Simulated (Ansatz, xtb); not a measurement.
## Relative energy of two isomers of CH4NSe−

We compare I, `CN[Se-]`, a singlet, with II, `NC[Se-]`, a singlet. Both are isolated ions in the gas phase, relaxed with r2SCAN-D4/def2-SVPD; the shapes shown needn't be the lowest conformers.

I (Å):

```yaml
atoms:
  - { symbol: C, position_ang: [-1.8023, 0.8172, 0.3472] }
  - { symbol: N, position_ang: [-2.8813, 1.1581, -0.5547] }
  - { symbol: Se, position_ang: [-2.2322, 1.5455, -2.3570] }
  - { symbol: H, position_ang: [-2.2142, 0.5346, 1.3389] }
  - { symbol: H, position_ang: [-1.1410, -0.0078, -0.0075] }
  - { symbol: H, position_ang: [-1.1571, 1.7000, 0.4862] }
  - { symbol: H, position_ang: [-3.4625, 0.3312, -0.6828] }
```

II (Å):

```yaml
atoms:
  - { symbol: C, position_ang: [-1.8332, 0.4672, 0.0340] }
  - { symbol: N, position_ang: [-3.1053, 1.1261, -0.2803] }
  - { symbol: Se, position_ang: [-0.2038, 1.3834, -0.6416] }
  - { symbol: H, position_ang: [-3.0208, 2.0855, 0.0630] }
  - { symbol: H, position_ang: [-3.1161, 1.2539, -1.2946] }
  - { symbol: H, position_ang: [-1.8689, -0.5516, -0.3826] }
  - { symbol: H, position_ang: [-1.7628, 0.3743, 1.1291] }
```

Q: Which of the two would you expect CCSD(T)/def2-SVPD + ΔMP2/def2-TZVPPD electronic energies to favour?

A: Structure II; the calculation gives E(II) − E(I) = −15.0 kcal/mol.

How the difference moves with the method:

```csv
level,geometry,E(II) − E(I) (kcal/mol),departure from the last row (kcal/mol),"job, with rough time for the two"
GFN2-xTB,GFN2-xTB,−11.2,+3.8,"optimisation, 0.08 s"
HF/STO-3G,GFN2-xTB,−3.3,+11.6,"single point, 0.26 s"
r2SCAN-D4/def2-SVPD//GFN2-xTB,GFN2-xTB,−15.6,−0.6,"single point, 3.8 s"
r2SCAN-D4/def2-SVPD,r2SCAN-D4/def2-SVPD,−16.3,−1.3,"optimisation, 29 s"
HF/def2-SVPD,r2SCAN-D4/def2-SVPD,−15.7,−0.7,part of the CCSD(T) run
MP2/def2-SVPD,r2SCAN-D4/def2-SVPD,−16.2,−1.3,part of the CCSD(T) run
CCSD(T)/def2-SVPD,r2SCAN-D4/def2-SVPD,−15.1,−0.1,single point
CCSD(T)/def2-SVPD + ΔMP2/def2-TZVPPD,r2SCAN-D4/def2-SVPD,−15.0,,"single point, 32 s"
```

As drawn, II has 1 C–Se, 1 N–H in place of 1 N–Se, 1 C–H.

None of the levels shown reverses the order. The largest departure from CCSD(T)/def2-SVPD + ΔMP2/def2-TZVPPD is that of HF/STO-3G, 11.6 kcal/mol. The last row adds to CCSD(T) the change of the MP2 difference between the two basis sets, here +0.1 kcal/mol.

With harmonic frequencies from r2SCAN-D4/def2-SVPD (ideal gas, rigid rotor, one conformer each, 298.15 K, 1 atm): the zero-point term adds +0.9 kcal/mol; ΔH is −14.2 and ΔG −14.1 kcal/mol.

The correlated steps freeze 11 core orbitals; the filled d shell of Se is correlated, in a basis made for valence electrons. Mirror images aren't counted in ΔG. Codes used: Ansatz 0.2.0, xtb 6.7.1; the last row on 2 threads of Arm Neoverse V1 on a shared host.
